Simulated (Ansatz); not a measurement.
Born–Oppenheimer molecular dynamics of a periodic cell of 13 atoms, CuRe$_{12}$ (host Re, host structure hcp, interstitial Cu). It goes on from the last frame of an earlier run, with new velocities.

Theory: Ansatz 0.2.0, DFT PBEsol, scalar-relativistic, plane waves, PAW. Settings: cutoff 420 eV, k mesh 3x2x3, fermi-dirac smearing 0.1 eV, no spin polarisation.

```json
{"ensemble": "NVT, Nosé–Hoover chain", "time step": "3 fs", "steps asked": "130", "set temperature": "1260 K", "thermostat": "time constant 50 fs, chain length 3", "seed": "185440"}
```

Frames 15 fs apart, positions in Å.

Velocities at 210.0 fs (Å/ps):

```
Re -3.04 1.36 0.81
Re 0.02 -0.30 -0.09
Re -2.01 -7.07 2.61
Re -4.18 1.51 0.10
Re 6.27 4.71 0.28
Re 2.92 2.51 -3.99
Re 1.50 -2.65 3.04
Re 0.85 -0.26 -2.34
Re -2.41 -0.63 2.22
Re 0.18 2.16 -2.16
Re -1.62 -2.54 -0.29
Re 0.43 3.43 -3.41
Cu 3.21 -6.56 9.40
```

```xyz
13
Lattice="5.5200 0.0000 0.0000 -4.1400 7.1707 0.0000 0.0000 0.0000 4.4574" Properties=species:S:1:pos:R:3 time_fs=210.0 energy_less_start_eV=0.111 T=1935
Re 0.144 -0.018 -0.211
Re -0.062 1.413 1.987
Re -1.210 2.616 -0.177
Re -1.348 4.042 2.116
Re -3.020 4.266 0.249
Re -2.850 6.384 1.865
Re 3.161 0.521 0.258
Re 2.725 1.697 2.269
Re 1.221 2.096 0.023
Re 1.346 4.031 2.415
Re 0.089 4.795 0.237
Re -0.030 6.257 2.222
Cu -1.890 5.921 3.770
13
Lattice="5.5200 0.0000 0.0000 -4.1400 7.1707 0.0000 0.0000 0.0000 4.4574" Properties=species:S:1:pos:R:3 time_fs=225.0 energy_less_start_eV=0.611 T=1439
Re 0.094 -0.015 -0.206
Re -0.066 1.420 2.001
Re -1.242 2.510 -0.143
Re -1.410 4.055 2.131
Re -2.937 4.327 0.251
Re -2.805 6.421 1.803
Re 3.188 0.473 0.296
Re 2.732 1.697 2.246
Re 1.202 2.111 0.046
Re 1.345 4.056 2.387
Re 0.066 4.760 0.218
Re -0.023 6.313 2.180
Cu -1.828 5.833 3.896
13
Lattice="5.5200 0.0000 0.0000 -4.1400 7.1707 0.0000 0.0000 0.0000 4.4574" Properties=species:S:1:pos:R:3 time_fs=240.0 energy_less_start_eV=0.658 T=1270
Re 0.049 -0.045 -0.217
Re -0.075 1.450 2.045
Re -1.275 2.424 -0.122
Re -1.461 4.049 2.174
Re -2.902 4.344 0.249
Re -2.756 6.452 1.759
Re 3.213 0.417 0.311
Re 2.726 1.708 2.251
Re 1.216 2.170 0.049
Re 1.337 4.067 2.369
Re 0.057 4.724 0.178
Re -0.014 6.364 2.160
Cu -1.745 5.844 3.897
13
Lattice="5.5200 0.0000 0.0000 -4.1400 7.1707 0.0000 0.0000 0.0000 4.4574" Properties=species:S:1:pos:R:3 time_fs=255.0 energy_less_start_eV=-0.054 T=1586
Re 0.027 -0.097 -0.238
Re -0.080 1.499 2.112
Re -1.301 2.377 -0.112
Re -1.492 4.026 2.238
Re -2.911 4.323 0.239
Re -2.715 6.478 1.741
Re 3.223 0.372 0.307
Re 2.706 1.727 2.282
Re 1.255 2.254 0.035
Re 1.322 4.067 2.361
Re 0.066 4.680 0.132
Re 0.004 6.393 2.163
Cu -1.706 5.924 3.747
13
Lattice="5.5200 0.0000 0.0000 -4.1400 7.1707 0.0000 0.0000 0.0000 4.4574" Properties=species:S:1:pos:R:3 time_fs=270.0 energy_less_start_eV=-0.057 T=1406
Re 0.036 -0.159 -0.261
Re -0.077 1.558 2.186
Re -1.312 2.373 -0.110
Re -1.502 3.989 2.304
Re -2.928 4.303 0.216
Re -2.700 6.498 1.730
Re 3.216 0.348 0.296
Re 2.676 1.746 2.330
Re 1.301 2.335 0.011
Re 1.300 4.061 2.358
Re 0.075 4.638 0.088
Re 0.040 6.395 2.177
Cu -1.768 5.965 3.553
13
Lattice="5.5200 0.0000 0.0000 -4.1400 7.1707 0.0000 0.0000 0.0000 4.4574" Properties=species:S:1:pos:R:3 time_fs=285.0 energy_less_start_eV=0.137 T=1140
Re 0.069 -0.214 -0.280
Re -0.067 1.618 2.255
Re -1.304 2.400 -0.105
Re -1.491 3.941 2.351
Re -2.926 4.310 0.189
Re -2.729 6.523 1.694
Re 3.193 0.332 0.287
Re 2.643 1.756 2.380
Re 1.335 2.382 -0.013
Re 1.274 4.050 2.355
Re 0.065 4.616 0.052
Re 0.096 6.376 2.187
Cu -1.872 5.949 3.474
13
Lattice="5.5200 0.0000 0.0000 -4.1400 7.1707 0.0000 0.0000 0.0000 4.4574" Properties=species:S:1:pos:R:3 time_fs=300.0 energy_less_start_eV=0.148 T=1040
Re 0.107 -0.252 -0.292
Re -0.052 1.671 2.307
Re -1.282 2.434 -0.087
Re -1.464 3.889 2.368
Re -2.905 4.348 0.174
Re -2.795 6.557 1.627
Re 3.166 0.317 0.279
Re 2.619 1.751 2.418
Re 1.349 2.384 -0.026
Re 1.253 4.034 2.348
Re 0.032 4.625 0.030
Re 0.153 6.346 2.190
Cu -1.935 5.908 3.528
13
Lattice="5.5200 0.0000 0.0000 -4.1400 7.1707 0.0000 0.0000 0.0000 4.4574" Properties=species:S:1:pos:R:3 time_fs=315.0 energy_less_start_eV=0.495 T=790
Re 0.125 -0.260 -0.306
Re -0.035 1.708 2.337
Re -1.257 2.455 -0.048
Re -1.431 3.848 2.349
Re -2.882 4.389 0.185
Re -2.865 6.590 1.571
Re 3.149 0.312 0.275
Re 2.610 1.726 2.436
Re 1.342 2.348 -0.019
Re 1.246 4.013 2.334
Re -0.013 4.664 0.023
Re 0.189 6.312 2.182
Cu -1.922 5.903 3.567
13
Lattice="5.5200 0.0000 0.0000 -4.1400 7.1707 0.0000 0.0000 0.0000 4.4574" Properties=species:S:1:pos:R:3 time_fs=330.0 energy_less_start_eV=-0.211 T=1267
Re 0.108 -0.235 -0.336
Re -0.021 1.723 2.344
Re -1.239 2.457 0.011
Re -1.403 3.826 2.303
Re -2.875 4.407 0.223
Re -2.916 6.615 1.564
Re 3.153 0.325 0.280
Re 2.624 1.680 2.434
Re 1.322 2.296 0.013
Re 1.258 3.989 2.316
Re -0.053 4.723 0.033
Re 0.192 6.283 2.163
Cu -1.849 5.951 3.484
13
Lattice="5.5200 0.0000 0.0000 -4.1400 7.1707 0.0000 0.0000 0.0000 4.4574" Properties=species:S:1:pos:R:3 time_fs=345.0 energy_less_start_eV=-0.600 T=1550
Re 0.066 -0.185 -0.381
Re -0.012 1.714 2.332
Re -1.231 2.444 0.079
Re -1.385 3.823 2.244
Re -2.880 4.414 0.262
Re -2.941 6.633 1.598
Re 3.172 0.353 0.295
Re 2.659 1.621 2.423
Re 1.300 2.243 0.067
Re 1.294 3.961 2.302
Re -0.079 4.788 0.055
Re 0.166 6.261 2.130
Cu -1.784 6.007 3.316
13
Lattice="5.5200 0.0000 0.0000 -4.1400 7.1707 0.0000 0.0000 0.0000 4.4574" Properties=species:S:1:pos:R:3 time_fs=360.0 energy_less_start_eV=0.209 T=1025
Re 0.018 -0.125 -0.422
Re -0.006 1.686 2.310
Re -1.231 2.431 0.134
Re -1.379 3.834 2.192
Re -2.889 4.426 0.278
Re -2.958 6.651 1.635
Re 3.190 0.376 0.309
Re 2.710 1.560 2.417
Re 1.284 2.202 0.131
Re 1.345 3.932 2.300
Re -0.090 4.844 0.081
Re 0.130 6.245 2.083
Cu -1.764 6.029 3.200
13
Lattice="5.5200 0.0000 0.0000 -4.1400 7.1707 0.0000 0.0000 0.0000 4.4574" Properties=species:S:1:pos:R:3 time_fs=375.0 energy_less_start_eV=0.409 T=915
Re -0.019 -0.072 -0.445
Re -0.004 1.655 2.288
Re -1.238 2.431 0.160
Re -1.379 3.853 2.165
Re -2.901 4.449 0.258
Re -2.987 6.674 1.637
Re 3.191 0.376 0.307
Re 2.764 1.508 2.425
Re 1.282 2.181 0.193
Re 1.402 3.902 2.314
Re -0.087 4.881 0.097
Re 0.103 6.234 2.031
Cu -1.782 6.000 3.246
```

Of the whole run (390 fs, mean temperature of the second half 1284 K): The conserved energy stayed within 0.77 meV per atom of its start (net change -0.064 meV per atom), so the integration is sound. A run of 0.39 ps of so small a system gives no equilibrium averages. Limits of this set-up: coarse k mesh.

Time of the run: 20 min on 2 threads of Arm Neoverse V1 (shared host), peak memory 0.7 GiB.
